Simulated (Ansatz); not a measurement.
Start from `C[N](C)[GaH][Br]` and change one atom or group to get `CN(C)C`.

Ansatz, PBE0-D4/def2-TZVP geometries, multiplicity 1. Each molecule was computed in one conformer, which needn't be the lowest.

Scalar relativity is left out up to krypton. Spin–orbit coupling is left out; it splits and shifts lone-pair levels of the heavy atoms by tenths of an eV.

```csv
property,`C[N](C)[GaH][Br]`
HOMO energy (PBE0/def2-TZVPP) / eV,-6.63
HOMO–LUMO gap (PBE0/def2-TZVPP) / eV,5.76
LUMO energy (ωB97M-V/def2-TZVPP) / eV,0.80
LUMO energy (PBE0/def2-TZVPP) / eV,-0.86
size of the dipole moment (B3LYP/def2-TZVPP) / D,2.45
HOMO–LUMO gap (B3LYP/def2-TZVPP) / eV,5.33
```

Problem. Give the same properties after the change, and the shifts. (Estimate.)

Solution. The calculation gave: 
```json
{"property": "HOMO energy (PBE0/def2-TZVPP) / eV", "`CN(C)C`": "-6.15", "shift": "0.48"}
{"property": "HOMO–LUMO gap (PBE0/def2-TZVPP) / eV", "`CN(C)C`": "7.35", "shift": "1.59"}
{"property": "LUMO energy (ωB97M-V/def2-TZVPP) / eV", "`CN(C)C`": "2.66", "shift": "1.86"}
{"property": "LUMO energy (PBE0/def2-TZVPP) / eV", "`CN(C)C`": "1.20", "shift": "2.06"}
{"property": "size of the dipole moment (B3LYP/def2-TZVPP) / D", "`CN(C)C`": "0.47", "shift": "-1.98"}
{"property": "HOMO–LUMO gap (B3LYP/def2-TZVPP) / eV", "`CN(C)C`": "6.81", "shift": "1.48"}
```

With PBE0 the HOMO rises by 0.48 eV and the LUMO rises by 2.06 eV, so the gap widens by about 1.58 eV. PBE moves the HOMO by 0.64 eV and ωB97M-V by 0.41 eV. Dipoles are sizes alone; their direction can turn.

B3LYP here is the variant with VWN-RPA as its local correlation; programs differ in this.
